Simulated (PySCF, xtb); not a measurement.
1-bromo-3-chloropropa-1,2-diene (C3H2BrCl), SMILES C(=C=CCl)Br.

xtb 6.7.1 with GFN2-xTB at its own geometry gives an orbital gap of 3.97 eV and a dipole moment of 2.76 D.

Coordinates come from a B3LYP-D3(BJ)/def2-SVP optimisation.

Task: What does PySCF with PBE/def2-TZVP give? (An estimate is asked for; the answer gives what the named calculation found.)

Result: gap 4.19 eV (levels -6.54 and -2.36 eV), dipole 1.29 D.
